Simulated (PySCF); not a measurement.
# Technetium: highly charged ions in a basis for the neutral atom

Tc¹²⁺ [Ar] 3d10 4s2 4p1, Tc¹³⁺ [Ar] 3d10 4s2. Computed with PySCF 2.14 in x2c-SVPall, with the spin-free X2C one-electron Hamiltonian (Gaussian nucleus). No spin-orbit coupling, so a gap to NIST mixes the basis error with missing relativistic terms.

Changed run: basis of the neutral atom used for a highly charged ion. This setting is unsound on purpose.

```tsv
species	method	sound run (hartree)	changed run (hartree)	converged
Tc¹²⁺	UHF	not run	-4235.63468	yes
Tc¹²⁺	TPSS	not run	-4237.15494	yes
Tc¹²⁺	PBE	not run	-4236.90895	yes
Tc¹³⁺	UHF	not run	-4226.10808	yes
Tc¹³⁺	TPSS	not run	-4227.58233	yes
Tc¹³⁺	PBE	not run	-4227.33688	yes
```

Ionisation energy of Tc¹²⁺:

```
method  changed run (eV)      NIST (eV)
   UHF            259.23  262.08 ± 0.12
  TPSS            260.48  262.08 ± 0.12
   PBE            260.47  262.08 ± 0.12
```

The contracted functions were made for the neutral atom and can be too rigid for a highly charged ion.
